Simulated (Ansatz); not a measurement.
Born–Oppenheimer molecular dynamics of BClH2O2 (6 atoms, charge 0, multiplicity 1). It goes on from the last frame of an earlier run, with new velocities.

Theory: Ansatz 0.2.0, RKS PBE/def2-SVP.

```
ensemble        : NVT, Langevin thermostat
time step       : 0.25 fs
steps asked     : 250
set temperature : 700 K
friction        : 0.02 /fs
seed            : 840852
```

First frame:

```xyz
6
Properties=species:S:1:pos:R:3
B 0.025 -0.310 0.087
Cl -0.198 0.155 1.789
O 1.361 -0.227 -0.356
H 1.522 -0.597 -1.242
O -1.003 -0.517 -0.766
H -1.797 0.003 -0.624
```

How far do the bonds stretch over the last three quarters of this one trajectory? (Pairs bonded in most of those frames.)


| bond | mean (Å) | spread (Å) | shortest | longest |
| --- | --- | --- | --- | --- |
| B1–Cl2 | 1.777 | 0.042 | 1.72 | 1.87 |
| B1–O3 | 1.356 | 0.042 | 1.29 | 1.43 |
| B1–O5 | 1.382 | 0.025 | 1.34 | 1.45 |
| O3–H4 | 0.976 | 0.022 | 0.94 | 1.02 |
| O5–H6 | 0.978 | 0.019 | 0.95 | 1.02 |

Mean temperature of the second half: 541 K. The mean temperature of the second half is 23 % below the set value. A run of 0.062 ps of so small a system gives no equilibrium averages.

The run took 5.9 min on 1 thread of Arm Neoverse V2, with other jobs on the host, peak memory 0.11 GiB.
